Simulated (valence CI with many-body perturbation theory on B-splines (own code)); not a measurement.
**Missing levels of Cr¹⁷⁺**

Computed by valence CI with perturbative core correlation (CI+MBPT): five valence electrons over a frozen Dirac-Fock core [He], radial functions for each j: 11 s, 11 p, 10 d, 8 f, 5 g, 2 h, with the one-electron correlation potential Σ1, the two-electron term Σ2, the three-electron term Σ3, Breit, model QED; selected CI, second order for the rest, scaled by the run's own slope (own B-spline code, finite nucleus).

No measured spectrum was set against this ion. As an estimate, levels of excited configurations hold to 0.05 to 0.15 % of their energy, terms of the ground configuration to about 0.5 %. Among the levels kept, up to 5400 cm⁻¹ of a level comes from second order outside the variational space, and about a tenth of that is noise between levels of different J, which matters for small intervals.

| Level | E (eV) |
| --- | --- |
| 2s²2p³ ⁴S°_3/2 | 0.00 |
| 2s²2p³ ²D°_3/2 | 15.67 |
| 2s²2p³ ²D°_5/2 | 18.74 |
| 2s²2p³ ²P°_1/2 | 28.11 |
| 2s²2p³ ²P°_3/2 | 32.86 |
| 2s2p⁴ ⁴P_5/2 | 82.77 |
| 2s2p⁴ ⁴P_3/2 | ? |
| 2s2p⁴ ⁴P_1/2 | ? |
| 2s2p⁴ ²D_3/2 | 114.48 |
| 2s2p⁴ ²D_5/2 | 115.53 |
| 2s2p⁴ ²S_1/2 | ? |
| 2s2p⁴ ²P_3/2 | 136.91 |
| 2s2p⁴ ²P_1/2 | 145.21 |
| 2p⁵ ²P°_3/2 | ? |
| 2p⁵ ²P°_1/2 | 224.94 |
| 2s²2p²3s ⁴P_1/2 | ? |
| 2s²2p²3s ⁴P_3/2 | 737.73 |
| 2s²2p²3s ²P_1/2 | 741.27 |
| 2s²2p²3s ⁴P_5/2 | 741.80 |
| 2s²2p²3s ²P_3/2 | ? |

Q: The levels stand in rising order. What does the calculation give for the missing energies?

A: 2s2p⁴ ⁴P_3/2 88.60; 2s2p⁴ ⁴P_1/2 90.79; 2s2p⁴ ²S_1/2 131.78; 2p⁵ ²P°_3/2 215.66; 2s²2p²3s ⁴P_1/2 732.48; 2s²2p²3s ²P_3/2 745.63.
